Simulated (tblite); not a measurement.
Input of a run (GFN2-xTB geometry optimisation, gas phase (tblite 0.8.0)), started from a force field or distance geometry:
```
{"job": {"kind": "relax", "xc": "GFN2-xTB", "basis": "xTB"}, "charge": 0, "multiplicity": 2}
C      3.482400     0.148900     0.468400
C      2.295100    -0.413800     0.691900
O      1.158600     0.291000     0.937200
C     -0.013400    -0.081900     0.249300
C     -1.152400     0.079700     0.914100
N     -2.372000    -0.293000     0.264000
C     -3.435800     0.632700     0.047200
O     -3.324900     1.848000     0.438900
H      3.518700     1.229200     0.466300
H      4.327200    -0.484500     0.300300
H      2.282000    -1.504700     0.699100
H      0.053500    -0.503000    -0.738400
H     -2.458700    -1.282300    -0.036900
H     -4.360900     0.333400    -0.443400
```

Output (eV, eV/Å):
```
step      E/eV     max force
  0    -670.16816    4.903
  1    -670.56622    4.874
  2    -670.76742    1.032
  3    -670.83529    0.757
  4    -670.89627    0.700
  5    -670.91867    0.570
  6    -670.94714    0.418
  7    -670.96153    0.277
  8    -670.96917    0.273
  9    -670.97917    0.331
 10    -670.98586    0.320
 11    -670.99136    0.215
 12    -670.99612    0.236
 13    -671.00120    0.272
 14    -671.00493    0.243
 15    -671.00738    0.175
 16    -671.00981    0.206
 17    -671.01313    0.281
 18    -671.01789    0.266
 19    -671.02236    0.216
 20    -671.02698    0.235
 21    -671.03095    0.237
 22    -671.03452    0.210
 23    -671.03764    0.147
 24    -671.04058    0.167
 25    -671.04372    0.156
 26    -671.04717    0.181
 27    -671.05152    0.199
 28    -671.05727    0.346
 29    -671.06463    0.260
 30    -671.07312    0.374
 31    -671.08447    0.236
 32    -671.08998    0.618
 33    -671.10037    0.310
 34    -671.10668    0.214
 35    -671.11601    0.517
 36    -671.12110    0.230
 37    -671.12751    0.274
 38    -671.13393    0.300
 39    -671.13740    0.192
 40    -671.14225    0.172
 41    -671.15213    0.296
 42    -671.16020    0.266
 43    -671.16960    0.295
 44    -671.17204    0.543
 45    -671.18336    0.266
 46    -671.18977    0.249
 47    -671.19866    0.186
 48    -671.20731    0.295
 49    -671.21346    0.238
 50    -671.21904    0.170
 51    -671.22597    0.135
 52    -671.22806    0.119
 53    -671.22965    0.117
 54    -671.23118    0.110
 55    -671.23313    0.095
 56    -671.23531    0.116
 57    -671.23712    0.132
 58    -671.23920    0.125
 59    -671.24119    0.114
 60    -671.24361    0.134
 61    -671.24624    0.167
 62    -671.25031    0.191
 63    -671.25582    0.204
 64    -671.26372    0.238
 65    -671.27162    0.281
 66    -671.28159    0.335
 67    -671.29107    0.305
 68    -671.30144    0.229
 69    -671.30835    0.223
 70    -671.31347    0.203
 71    -671.31709    0.218
 72    -671.32144    0.211
 73    -671.32435    0.140
 74    -671.32619    0.126
 75    -671.32721    0.113
 76    -671.32790    0.146
 77    -671.32855    0.132
 78    -671.32920    0.107
 79    -671.33028    0.118
 80    -671.33132    0.119
 81    -671.33238    0.113
 82    -671.33356    0.124
 83    -671.33513    0.110
 84    -671.33691    0.114
 85    -671.33857    0.095
 86    -671.33995    0.088
 87    -671.34141    0.098
 88    -671.34308    0.109
 89    -671.34488    0.110
 90    -671.34616    0.143
 91    -671.34718    0.103
 92    -671.34793    0.073
 93    -671.34868    0.045
 94    -671.34901    0.042
 95    -671.34934    0.038
 96    -671.34959    0.036
 97    -671.34982    0.036
 98    -671.35003    0.025
 99    -671.35019    0.027
100    -671.35031    0.028
101    -671.35040    0.025
102    -671.35049    0.022
103    -671.35057    0.025
104    -671.35063    0.034
105    -671.35067    0.023
106    -671.35071    0.023
107    -671.35076    0.024
108    -671.35085    0.024
109    -671.35096    0.040
110    -671.35110    0.042
111    -671.35122    0.036
112    -671.35133    0.026
113    -671.35141    0.026
114    -671.35149    0.021
115    -671.35156    0.021
116    -671.35165    0.025
117    -671.35174    0.020
118    -671.35181    0.020
119    -671.35187    0.020
120    -671.35192    0.017
121    -671.35197    0.019
122    -671.35202    0.018
123    -671.35205    0.016
124    -671.35208    0.015
125    -671.35212    0.022
126    -671.35218    0.027
127    -671.35226    0.029
128    -671.35236    0.026
129    -671.35245    0.021
130    -671.35249    0.010
```

Question: Summarise the run.

Answer: The energy falls by 1.184 eV over 130 L-BFGS steps, the largest force on an atom goes from 4.90 to 0.010 eV/Å, and the atoms move by 0.994 Å rms after alignment. The bond that changes most is C5–N6 (ends: carbon bonded to C and N; nitrogen bonded to 2 C and H), which shortens by 0.085 Å. Bonds longer at the end by more than 0.005 Å: 2 of 13; shorter: 9. Among the angles that change most is C4–C5–N6, from 118.1° to 131.4°. Among the dihedrals that turn most is C4–C5–N6–H13, from 59° to 154°. The energy never rose by more than 1e-5 eV on the way. The first step brought 34 % of the lowering.

Question: What are the final bond lengths?

Answer: C1=C2 1.324 Å, C2–O3 1.354 Å, O3–C4 1.351 Å, C4=C5 1.321 Å, C5–N6 1.346 Å, N6–C7 1.373 Å, C7=O8 1.204 Å, C1–H9 1.075 Å, C1–H10 1.073 Å, C2–H11 1.087 Å, C4–H12 1.099 Å, N6–H13 1.012 Å, C7–H14 1.103 Å. Numbering counts from 1 in the input's order; the species is `C=CO/C=[C]/NC=O` [radical].

Hardware: one thread of an Intel Xeon at 2.50 GHz, no GPU (shared host). Cost: 2.1 s wall.

Its GFN2-xTB frequencies are all real (lowest 60 cm⁻¹). 3 starts were optimised and ended at 0.00, 0.32 and 0.41 kcal/mol (GFN2-xTB); the lowest of these is shown.

One conformer stands for the species.

All values are computed, not measured.
